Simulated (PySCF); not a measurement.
Computed IR spectrum (relative IR intensity) of a molecule C3H9In. Geometry: r2SCAN-D4/def2-SVP. The def2 effective core potentials stand for the cores of In; spin–orbit coupling is left out. Other conformers were not sampled. Calculation: r2SCAN-D4/def2-SVP run with PySCF. Frequencies are harmonic and unscaled.

Lines under 2 % of the strongest are left out, and lines within 2 cm⁻¹ are merged.

```
ν (cm⁻¹)  relative intensity
--------  ------------------
326                      9.8
427                       32
477                       27
517                      4.5
662                       24
713                       32
955                      3.4
1044                     4.9
1179                     3.2
1388                     2.8
1478                     2.4
1722                     100
3008                      24
3025                     5.1
3036                     4.0
3074                     2.3
3090                     9.6
3115                      11
3140                     2.1
3161                     2.5
```

### Question
Pick the molecule that these values belong to.
A) C[CH2][InH][CH3]
B) [CH3][In]([CH3])[CH3]
C) C[CH](C)[InH2]
D) CC[CH2][InH2]

### Answer
A, C[CH2][InH][CH3]
